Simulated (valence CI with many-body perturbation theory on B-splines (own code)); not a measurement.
# Valence orbitals of In XLII

Calculated by configuration interaction combined with many-body perturbation theory (CI+MBPT): six valence electrons over a frozen Dirac-Fock core [He], radial functions for each j: 9 s, 9 p, 8 d, 6 f, 3 g, 1 h, with the one-electron correlation potential Σ1, the two-electron term Σ2, the three-electron term Σ3, Breit, model QED; selected CI, second order for the rest, scaled by the run's own slope (own B-spline code, finite nucleus).

No measured spectrum was set against this ion. As an estimate, large intervals hold to a few tenths of a per cent, small ones and those within an open d or f shell to about a per cent. Among the levels kept, up to 2200 cm⁻¹ of a level comes from second order outside the variational space, and about a tenth of that is noise between levels of different J, which matters for small intervals.

These are the spectroscopic orbitals of the CI (the correlating ones are not listed), shaped by the core and the other valence electrons. h is the expectation value of the core's Dirac-Fock operator, without the valence repulsion; Σ1 is computed up to l = 3 at one energy for each symmetry, that of its lowest orbital but kept below the first core excitation, so for empty shells it is not the orbital's own correlation shift; Breit and QED include the response of the core, and the two lowest orbitals of each symmetry also the frequency dependence of Breit exchange, which makes a step in that column.

| Orbital | h (hartree) | Σ1 (cm⁻¹) | Breit (cm⁻¹) | QED (cm⁻¹) | ⟨r⟩ (bohr) |
| --- | --- | --- | --- | --- | --- |
| 2s1/2 | -292.26 | -1292 | 30906 | 32717 | 0.1238 |
| 3s1/2 | -127.67 | -303 | 8322 | 9106 | 0.2909 |
| 4s1/2 | -71.02 | -117 | 3293 | 3680 | 0.5305 |
| 5s1/2 | -45.131 | -57.3 | 1641 | 1843 | 0.8407 |
| 2p1/2 | -288.28 | -3180 | 61192 | -670 | 0.1044 |
| 3p1/2 | -126.48 | -689 | 16101 | -244 | 0.2741 |
| 4p1/2 | -70.51 | -261 | 6397 | -103 | 0.5163 |
| 5p1/2 | -44.87 | -128 | 3189 | -52.5 | 0.8292 |
| 2p3/2 | -279.11 | -2563 | 24118 | 2758 | 0.1092 |
| 3p3/2 | -123.78 | -558 | 6365 | 702 | 0.2809 |
| 4p3/2 | -69.378 | -212 | 2775 | 280 | 0.5253 |
| 5p3/2 | -44.293 | -104 | 1388 | 140 | 0.8403 |
| 3d3/2 | -123.11 | -238 | 515 | -108 | 0.2406 |
| 4d3/2 | -69.097 | -101 | 279 | -36.8 | 0.4876 |
| 5d3/2 | -44.149 | -52.1 | 146 | -17.0 | 0.8052 |
| 3d5/2 | -122.31 | -221 | 168 | 230 | 0.2429 |
| 4d5/2 | -68.756 | -93.7 | 90.7 | 104 | 0.4903 |
| 5d5/2 | -43.975 | -48.1 | 45.0 | 54.7 | 0.8085 |
| 4f5/2 | -68.575 | -18.5 | 2.5 | -35.6 | 0.4249 |
| 5f5/2 | -43.891 | -10.5 | 2.1 | -17.8 | 0.7445 |
| 4f7/2 | -68.413 | -18.0 | 0.7 | 30.1 | 0.4263 |
| 5f7/2 | -43.807 | -10.2 | 0.6 | 16.1 | 0.7460 |
| 5g7/2 | -43.78 |  | 0.0 | -11.0 | 0.6525 |
| 5g9/2 | -43.731 |  | 0.0 | 8.8 | 0.6535 |

Among the shells of the start configuration 2s2 2p4, Σ1 is largest in size for 2p1/2, where it is 0.0050 % of h.

Lowest root of each symmetry, sizes in configuration state functions:

| J | Parity | Roots | Reference | Variational | Second order | Change by selected CI (cm⁻¹) | Change by second order (cm⁻¹) |
| --- | --- | --- | --- | --- | --- | --- | --- |
| 0 | even | 8 | 30 | 46740 | 248783 | -44434 | -3 |
| 1 | even | 11 | 66 | 59993 | 893830 | -42180 | -175 |
| 2 | even | 12 | 74 | 59995 | 1367964 | -43082 | -290 |
| 3 | even | 6 | 51 | 59981 | 1202109 | -48546 | -518 |
| 4 | even | 2 | 25 | 55550 | 757427 | -54003 | -474 |
| 5 | even | 1 | 9 | 42415 | 533331 | -48251 | -101 |
| 0 | odd | 6 | 27 | 54689 | 279680 | -49309 | -5 |
| 1 | odd | 14 | 68 | 59998 | 1070005 | -53688 | -451 |
| 2 | odd | 15 | 73 | 60000 | 1505706 | -48388 | -1308 |
| 3 | odd | 10 | 53 | 59994 | 2018500 | -49488 | -1600 |
| 4 | odd | 5 | 28 | 57701 | 1434643 | -49521 | -656 |
| 5 | odd | 2 | 9 | 57758 | 1124045 | -55411 | -151 |
